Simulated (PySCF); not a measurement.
Spinor energies of Ga(27+) (gallium, charge +27)

Start: [He] 2s2. Calculated with PySCF 2.14 in an even-tempered Gaussian basis (17 s from 9 bohr⁻², ratio 2.4; 11 p from 12 bohr⁻², ratio 2.4; 5 d from 38 bohr⁻², ratio 2.6; 4 f from 57 bohr⁻², ratio 2.6): generalised Hartree-Fock with the X2C-1e Hamiltonian and a Gaussian nucleus; one run each with spin-orbit coupling (SO) switched off, then screened by Boettger's factors.

```tsv
spinor shell	electrons	ε, spin-free (eV)	ε, screened SO (eV)	weight of nominal j (screened SO)	rms radius, screened SO (bohr)
1s1/2	2	-12381.7	-12381.7	1.000	0.0555
2s1/2	2	-2862.4	-2862.4	1.000	0.216
```

```json
{"quantity": "E (hartree)", "spin-free": "-1168.67754", "screened SO": "-1168.67754"}
{"quantity": "M_J", "spin-free": "0", "screened SO": "0"}
{"quantity": "⟨J²⟩", "spin-free": "0.000", "screened SO": "0.000"}
{"quantity": "⟨L²⟩", "spin-free": "0.000", "screened SO": "0.000"}
{"quantity": "⟨S²⟩", "spin-free": "0.000", "screened SO": "0.000"}
```

Without spin-orbit coupling the j labels of p, d and f shells carry no meaning; the spin-free column gives the mean over the occupied spinors of each nl shell.
